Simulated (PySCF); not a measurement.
# Phosphorus: highly charged ions in a basis for the neutral atom

P⁷⁺ [He] 2s2 2p4, P⁸⁺ [He] 2s2 2p3. All numbers are calculated (PySCF 2.14, scalar relativity by spin-free X2C-1e, in cc-pVDZ-DK (4s3p1d, 18 functions)). No spin-orbit coupling, so a gap to NIST mixes the basis error with missing relativistic terms.

Changed run: basis of the neutral atom used for a highly charged ion. This setting is unsound on purpose.

```json
{"species": "P⁷⁺", "method": "UHF", "sound run (hartree)": "not run", "changed run (hartree)": "-317.20716", "converged": "yes"}
{"species": "P⁷⁺", "method": "LDA", "sound run (hartree)": "not run", "changed run (hartree)": "-316.19356", "converged": "yes"}
{"species": "P⁷⁺", "method": "PBE", "sound run (hartree)": "not run", "changed run (hartree)": "-317.34163", "converged": "yes"}
{"species": "P⁸⁺", "method": "UHF", "sound run (hartree)": "not run", "changed run (hartree)": "-305.65137", "converged": "yes"}
{"species": "P⁸⁺", "method": "LDA", "sound run (hartree)": "not run", "changed run (hartree)": "-304.59397", "converged": "yes"}
{"species": "P⁸⁺", "method": "PBE", "sound run (hartree)": "not run", "changed run (hartree)": "-305.70868", "converged": "yes"}
```

Ionisation energy of P⁷⁺:

```
method  changed run (eV)    NIST (eV)
   UHF            314.45  309.6 ± 0.1
   LDA            315.64  309.6 ± 0.1
   PBE            316.55  309.6 ± 0.1
```

The contracted functions were made for the neutral atom and can be too rigid for a highly charged ion.
